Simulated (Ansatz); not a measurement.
Question: Name a neutral molecule of B, C, F, O, Si and H with size of the dipole moment (B3LYP/def2-TZVPP) between 1.35 and 1.65 D and HOMO–LUMO gap (ωB97M-V/def2-TZVPP) between 11.80 and 12.10 eV (Ansatz, PBE0-D4/def2-TZVP geometry).

Answer: `COB(F)[SiH2]F` (1.44 D, 11.85 eV). Other molecules can fit too; these were computed, each in one conformer that needn't be the lowest.

B3LYP here is the variant with VWN-RPA as its local correlation; programs differ in this.
